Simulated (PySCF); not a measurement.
A structure optimised at PBE0-D3(BJ)/def2-SVP, used in a PySCF frequency run:

```
Cr
O 1 1.5517
O 1 1.5517 2 113.86
O 1 1.5517 2 113.86 3 132.79
```
Charge 0, spin multiplicity 1.

Problem. Write its SMILES, formula and point group.

Solution. [O]=[Cr](=[O])=[O], CrO₃, C3v

Problem. What are its rotational constants (standard atomic weights)?

Solution. 8.7239, 8.7239, 4.6704 GHz
